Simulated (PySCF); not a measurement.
SiH2Br2, SMILES Br[SiH2]Br. Coordinates come from a PBE-D3(BJ)/def2-SVP optimisation.

Computed equilibrium geometry at PBE-D3(BJ)/def2-SVP (PySCF confirms it by a frequency run) as bond lengths and angles, and its point group:
point group C2v.
Atoms: Si1 Br2 Br3 H4 H5. Bonded distances (Å): Si1–Br2 2.232, Si1–Br3 2.232, Si1–H4 1.496, Si1–H5 1.496. Bond angles (°): Br2–Si1–Br3 111.2, Br2–Si1–H4 108.4, Br2–Si1–H5 108.4, Br3–Si1–H4 108.4, Br3–Si1–H5 108.4, H4–Si1–H5 112.2.
